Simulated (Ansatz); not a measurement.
Consider the ligand exchange at the Sn–C bond: `[SnH3][CH2][SnH3]` + HI → `[SnH3][I]` + `[CH3][SnH3]`.

Computed with Ansatz on PBE0-D4/def2-TZVP structures; ΔE is electronic, products minus reactants. CCSD(T)/CBS adds triple-zeta CCSD(T) − MP2 to the extrapolated MP2 energy (def2 sets, frozen cores). DFT in def2-TZVPP. B3LYP here is the variant with VWN-RPA as its local correlation; programs differ in this. Elements past krypton have def2 core potentials. For I, Sn outer-core shells are correlated without core-valence functions, which leaves a few kJ/mol of doubt a bond.

```csv
level,ΔE (kJ/mol)
B3LYP,-137.0
CAM-B3LYP,-132.6
```

**Question.** What does CCSD(T)/CBS give? (Best estimate.)

**Answer.** Computed: -126.7 kJ/mol. The listed levels differ from it by -10.3, -5.9 kJ/mol.

**Question.** What do rigid-rotor, harmonic-oscillator terms from PBE0-D4/def2-TZVP frequencies (298.15 K, 1 bar) make of the CCSD(T)/CBS value? (An estimate is asked.)

**Answer.** Computed: ΔZPE = +13.1 kJ/mol, ΔH = -116.2 kJ/mol, ΔS = -8 J/(mol·K), ΔG = -113.9 kJ/mol. Modes under 50 cm⁻¹ make the entropy rough.

Largest T1 diagnostic among the species: 0.013.

From BLYP to BHLYP (50 % exact exchange), in def2-TZVPP and without D4, ΔE moves by −7.3 kJ/mol. Leaving LDA and LC-ωPBE aside and taking each functional with its dispersion term where it has one, the values, not all of them listed here, spread over 12.0 kJ/mol, from BHLYP-D4 to revPBE-D4. LDA lies +9.0 kJ/mol from PBE without D4.
